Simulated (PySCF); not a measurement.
C2H6ClFSi. Atoms are numbered in the order given.

```xyz
11

F     -1.1127    -1.3795     0.3633
C     -0.9768    -0.2678    -0.4227
Cl    -1.1136     1.2120     0.6238
C      0.3534    -0.2923    -1.1470
Si     1.9093    -0.2329    -0.0322
H     -1.8504    -0.2196    -1.1062
H      0.3988     0.5573    -1.8591
H      0.3877    -1.2235    -1.7532
H      1.7645    -1.1547     1.1429
H      3.0706    -0.6908    -0.8730
H      2.1842     1.1637     0.4425
```
Charge 0, spin multiplicity 1.

Coordinates come from a PBE-D3(BJ)/def2-SVP optimisation. The structure was generated by enumeration; whether it is a known compound was not checked. The values are those of a single conformer.

All values below come from PBE-D3(BJ)/def2-SVP (PySCF).

Frequencies are harmonic and unscaled.

Question: Give all harmonic wavenumbers and intensities. (The exact figures need the calculation; the answer reports its results.)

Answer: 
```tsv
mode	ν (cm⁻¹)	IR (km/mol)	Raman (Å⁴/amu)	depolarisation	moving atoms (share of kinetic energy)
1	55	0.3	0.2	0.71	H 50 %, Cl 19 %, Si 16 %, F 11 %
2	126	0.4	0.1	0.75	H 52 %, F 25 %, Si 9 %, C 9 %
3	160	2.8	0.2	0.40	Si 38 %, H 23 %, Cl 21 %, F 12 %
4	313	1.9	1.0	0.75	H 35 %, C 29 %, F 18 %, Cl 16 %
5	363	1.6	2.9	0.54	F 51 %, Cl 34 %, C 9 %
6	490	24.7	4.3	0.62	H 48 %, C 28 %, F 12 %, Cl 10 %
7	506	6.9	4.6	0.74	H 92 %
8	596	3.7	12.2	0.26	C 45 %, Si 30 %, H 24 %
9	640	13.6	12.5	0.22	C 47 %, H 34 %, Cl 13 %
10	769	43.6	3.9	0.64	C 57 %, H 28 %
11	818	40.4	2.9	0.64	H 52 %, C 37 %
12	879	186.8	7.3	0.75	H 90 %, Si 10 %
13	910	28.8	23.7	0.75	H 97 %
14	916	32.2	25.4	0.75	H 96 %
15	942	76.9	1.8	0.73	H 50 %, C 38 %, F 11 %
16	1058	65.2	6.4	0.74	H 59 %, C 26 %, F 14 %
17	1160	38.8	6.9	0.75	H 60 %, C 29 %, F 10 %
18	1195	70.4	8.7	0.65	C 56 %, H 42 %
19	1241	21.7	3.3	0.54	H 77 %, C 22 %
20	1321	19.8	7.0	0.74	H 80 %, C 19 %
21	1362	13.4	8.1	0.75	H 89 %, C 11 %
22	2166	94.3	177.3	0.17	H 97 %
23	2187	60.6	127.7	0.18	H 97 %
24	2197	84.2	68.0	0.74	H 96 %
25	2987	2.0	95.2	0.23	H 94 %
26	3012	25.5	185.5	0.16	H 92 %, C 8 %
27	3054	0.9	72.4	0.72	H 91 %, C 9 %
```
